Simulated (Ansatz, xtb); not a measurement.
## C6H5ClF2: which of two isomers lies lower

Structure X is `FC1=CCCC(F)=C1Cl`, a singlet and structure Y is `F/C=C1/CC/C1=C(/F)Cl`, a singlet. Both are isolated molecules in the gas phase, relaxed with PBE-D3(BJ)/def2-SVP; the shapes shown needn't be the lowest conformers.

X (Å):

```xyz
14

C    -1.2883   -2.2105    0.5309
C    -1.7846   -1.0337    0.9713
C    -0.9300    0.2068    0.8694
C     0.0020    0.1740   -0.3523
C     0.6576   -1.1681   -0.5002
C     0.0333   -2.3108   -0.1114
Cl    0.7308   -3.8745   -0.3607
F    -1.9655   -3.3619    0.6528
F     1.8425   -1.1925   -1.1211
H    -2.7659   -1.0117    1.4663
H    -0.3179    0.3033    1.7988
H    -1.5633    1.1146    0.8273
H    -0.5698    0.3901   -1.2865
H     0.7876    0.9519   -0.2755
```

Y (Å):

```xyz
14

C    -1.5536   -1.4476    1.9824
C    -0.8563   -0.9057    0.9643
C    -0.2369    0.4761    0.7590
C     0.2572   -0.0113   -0.6475
C    -0.3896   -1.3543   -0.3501
C    -0.4754   -2.5001   -1.0585
Cl    0.2204   -2.6760   -2.6339
F    -2.0156   -2.7077    1.9557
F    -1.0938   -3.5967   -0.6267
H    -1.8024   -0.9114    2.9133
H    -0.9618    1.3143    0.7289
H     0.5747    0.7347    1.4686
H    -0.1780    0.5298   -1.5123
H     1.3585   -0.0458   -0.7739
```

Quicker runs give these differences E(Y) − E(X): GFN2-xTB +0.807 eV; HF/STO-3G +1.261 eV (at GFN2-xTB geometries); r2SCAN-D4/def2-SVP +1.147 eV (at GFN2-xTB geometries).

Problem. Estimate E(Y) − E(X) at the level CCSD(T)/def2-SVP + ΔMP2/def2-TZVPP.

Solution. Calculated at CCSD(T)/def2-SVP + ΔMP2/def2-TZVPP: E(Y) − E(X) = +1.196 eV, so structure X lies lower.

Level by level:

```tsv
level	geometry	E(Y) − E(X) (eV)	departure from the last row (eV)	job, with rough time for the two
GFN2-xTB	GFN2-xTB	+0.807	−0.389	optimisation, 0.2 s
HF/STO-3G	GFN2-xTB	+1.261	+0.065	single point, 0.52 s
r2SCAN-D4/def2-SVP	GFN2-xTB	+1.147	−0.049	single point, 5.2 s
PBE-D3(BJ)/def2-SVP	PBE-D3(BJ)/def2-SVP	+1.032	−0.164	optimisation, 17 s
HF/def2-SVP	PBE-D3(BJ)/def2-SVP	+1.212	+0.015	part of the CCSD(T) run
MP2/def2-SVP	PBE-D3(BJ)/def2-SVP	+1.225	+0.029	part of the CCSD(T) run
CCSD(T)/def2-SVP	PBE-D3(BJ)/def2-SVP	+1.201	+0.004	single point
CCSD(T)/def2-SVP + ΔMP2/def2-TZVPP	PBE-D3(BJ)/def2-SVP	+1.196		single point, 2.7 min
```

As drawn, both hold the same kinds of bond in the same numbers. Structure X has a 6-membered ring, Y a 4-membered ring.

None of the levels shown reverses the order. The largest departure from CCSD(T)/def2-SVP + ΔMP2/def2-TZVPP is that of GFN2-xTB, 0.389 eV. The last row adds to CCSD(T) the change of the MP2 difference between the two basis sets, here −0.004 eV.

With thermal terms from frequencies at re-optimised GFN2-xTB minima (ideal gas, soft modes damped towards free rotors, one conformer each, 298.15 K, 1 atm): the zero-point term adds −0.034 eV; ΔH is +1.178 and ΔG +1.128 eV.

The correlated steps freeze 13 core orbitals. Programs: Ansatz 0.2.0, xtb 6.7.1; the last row on 4 threads of Arm Neoverse V1 on a shared host.
